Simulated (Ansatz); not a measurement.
Born–Oppenheimer molecular dynamics of C2H8OSi (12 atoms, charge 0, multiplicity 1). It starts from a rough guess of a transition structure, not a stationary point.

Level of theory: UKS PBE0-D4/STO-3G (Ansatz).

```json
{"ensemble": "NVE (velocity Verlet)", "time step": "0.5 fs", "steps asked": "150", "starting velocities drawn for": "1000 K", "seed": "270598"}
```

First frame:

```xyz
12
Properties=species:S:1:pos:R:3
Si -0.460 0.241 -0.409
O 0.767 1.392 0.781
C 1.211 0.066 -1.175
H 1.557 0.888 -0.110
H -1.491 1.172 -0.864
C -1.188 -1.113 0.704
H 0.556 1.915 1.570
H 1.381 0.544 -2.131
H 1.676 -0.912 -1.163
H -1.944 -0.723 1.381
H -0.412 -1.574 1.307
H -1.652 -1.896 0.109
```

(1) What does the run give?

(2) What happens to the structure?

(3) How do temperature and energy run in time?

## Answers

(1) All steps were run.

```
steps done                                               : 150
time covered                                             : 75 fs
mean temperature over the second half                    : 1802 K
spread of the potential energy over the second half      : 26.5 meV per atom
mean potential energy of the second half above the start : -86.5 meV per atom
```

The conserved energy stayed within 0.96 meV per atom of its start (net change -0.65 meV per atom), so the integration is sound. The system heated up, since it started high on the potential surface and ran downhill. A run of 0.075 ps of so small a system gives no equilibrium averages. The orbitals stay closed-shell, which can raise the energy where a bond breaks towards radicals; this wasn't checked here. Limits of this set-up: minimal basis.

(2) The step under study would form O2–H4 and break Si1–O2, C3–H4. These pairs go: O2–H4 1.29 → 3.72 Å, Si1–O2 2.06 → 1.83 Å, C3–H4 1.39 → 1.05 Å. In the last frame they stand as before the step (other bonds may differ from the relaxed reactants and products). It ends as one piece, C2H8OSi. Pairs count as bonded within 1.25 times the sum of covalent radii (0.12 Å more for H–H). This is one draw of velocities; another would differ in detail.

(3) 
```
time (fs)  T (K)  potential energy less start (eV)  conserved less start (meV/atom)
      0.0   1000                             0.000                             0.00
      6.0   1187                            -0.242                            -0.03
     12.0   2191                            -1.543                            -0.30
     18.0   1943                            -1.220                            -0.06
     24.0   2277                            -1.657                            -0.55
     30.0   1892                            -1.151                             0.15
     36.0   2143                            -1.481                            -0.23
     42.0   1635                            -0.820                             0.03
     48.0   1681                            -0.881                             0.00
     54.0   1944                            -1.219                             0.06
     60.0   1743                            -0.963                            -0.23
     66.0   1783                            -1.021                            -0.77
     72.0   1806                            -1.039                             0.28
```

Run time: 7.2 min on 1 thread of Arm Neoverse V1, with other jobs on the host, peak memory 0.12 GiB.
